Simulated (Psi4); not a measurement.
HSZn (SMILES [SH][Zn+]), charge +1, singlet, geometry from GFN2-xTB (such geometries of metal compounds can be far from the true shape); PBE/def2-TZVP in Psi4 1.11.

Psi4 was given this input:
```
memory 2 GB

molecule mol {
1 1
  Zn   -0.361328   -0.651429   -0.264407
  S     0.586257    1.186349    0.418261
  H     1.459715    0.561274    1.240021
}

set basis def2-tzvp
set reference rks
set guess gwh

energy('pbe')
print_variables()
```

Problem. Predict the main parts of the log of this Psi4 run.

Solution. 
```
   => Loading Basis Set <=

    Name: DEF2-TZVP
    Role: ORBITAL
    Keyword: BASIS

         ---------------------------------------------------------
                                   SCF
               by Justin Turney, Rob Parrish, Andy Simmonett
                          and Daniel G. A. Smith
                              RKS Reference
         ---------------------------------------------------------

  ==> Geometry <==

    Molecular point group: cs
    Full point group: Cs

    Geometry (in Angstrom), charge = 1, multiplicity = 1:

       Center              X                  Y                   Z               Mass
    ------------   -----------------  -----------------  -----------------  -----------------
         ZN          -0.408004712714    -0.620127226752     0.000000000000    63.929142010000
         S            0.754259084286     1.221210269177     0.000000000000    31.972071174400
         H            1.952884707345     0.594924594156     0.000000000000     1.007825032230

  Running in cs symmetry.

  Rotational constants: A =      9.53141  B =      0.16283  C =      0.16009 [cm^-1]
  Rotational constants: A = 285744.40718  B =   4881.51734  C =   4799.52461 [MHz]
  Nuclear repulsion =  128.891007403519353

  Charge       = 1
  Multiplicity = 1
  Electrons    = 46
  Nalpha       = 23
  Nbeta        = 23

  ==> Algorithm <==

  SCF Algorithm Type is DF.
  DIIS enabled.
  MOM disabled.
  Fractional occupation disabled.
  Guess Type is GWH.
  Energy threshold   = 1.00e-06
  Density threshold  = 1.00e-06
  Integral threshold = 1.00e-12

  ==> Primary Basis <==

  Basis Set: DEF2-TZVP
    Blend: DEF2-TZVP
    Number of shells: 33
    Number of basis functions: 91
    Number of Cartesian functions: 103
    Spherical Harmonics?: true
    Max angular momentum: 3

  ==> DFT Potential <==

   => LibXC <=

    Version 7.1.2
    S. Lehtola, C. Steigemann, M. J. T. Oliveira, and M. A. L. Marques,  SoftwareX 7, 1–5 (2018) (10.1016/j.softx.2017.11.002)

   => Composite Functional: PBE <=

    PBE GGA Exchange-Correlation Functional

    J.P. Perdew et. al., Phys. Rev. Lett., 77(18), 3865-3868, 1996

    Deriv               =              1
    GGA                 =           TRUE
    Meta                =          FALSE

    Exchange Hybrid     =          FALSE
    MP2 Hybrid          =          FALSE

   => Exchange Functionals <=

    1.0000     XC_GGA_X_PBE

   => Correlation Functionals <=

    1.0000     XC_GGA_C_PBE

[...]
   @DF-RKS iter   9: -2177.45974266712847   -4.47908e-02   8.48169e-04 ADIIS/DIIS
   @DF-RKS iter  10: -2177.46027597198645   -5.33305e-04   4.58832e-04 ADIIS/DIIS
   @DF-RKS iter  11: -2177.46085518375594   -5.79212e-04   6.42970e-05 DIIS
   @DF-RKS iter  12: -2177.46086614450996   -1.09608e-05   1.29924e-05 DIIS
   @DF-RKS iter  13: -2177.46086641945249   -2.74943e-07   1.09330e-06 DIIS
   @DF-RKS iter  14: -2177.46086642212640   -2.67391e-09   5.72408e-07 DIIS
  Energy and wave function converged.

  ==> Post-Iterations <==

   Electrons on quadrature grid:
      Ntotal   =   46.0000061349 ; deviation = 6.135e-06

    Orbital Energies [Eh]
    ---------------------

    Doubly Occupied:

[...]
    Virtual:

[...]
    Final Occupation by Irrep:
             Ap   App
    DOCC [    17,    6 ]
    NA   [    17,    6 ]
    NB   [    17,    6 ]

  @DF-RKS Final Energy: -2177.46086642212640

   => Energetics <=

    Nuclear Repulsion Energy =            128.8910074035193531
    One-Electron Energy =               -3276.8025001935998262
    Two-Electron Energy =                1066.9173204584005816
    DFT Exchange-Correlation Energy =     -96.4666940904466799
    Empirical Dispersion Energy =           0.0000000000000000
    VV10 Nonlocal Energy =                  0.0000000000000000
    Total Energy =                      -2177.4608664221264007

Computation Completed

Properties will be evaluated at   0.000000,   0.000000,   0.000000 [a0]

Properties computed using the SCF density matrix

 Multipole Moments:

 ------------------------------------------------------------------------------------
     Multipole            Electronic (a.u.)      Nuclear  (a.u.)        Total (a.u.)
 ------------------------------------------------------------------------------------

 L = 1.  Multiply by 2.5417464519 to convert [e a0] to [Debye]
 Dipole X            :         -3.6850569            3.3653919           -0.3196650
 Dipole Y            :         -3.9831641            2.8921731           -1.0909910
 Dipole Z            :          0.0000000            0.0000000            0.0000000
 Magnitude           :                                                    1.1368584

 ------------------------------------------------------------------------------------

  Variable Map:
  ----------------------------------------------------------------------------
[...]
  Array Variable Map:
  ----------------------------------------------------------------------------
[...]
[...]
```
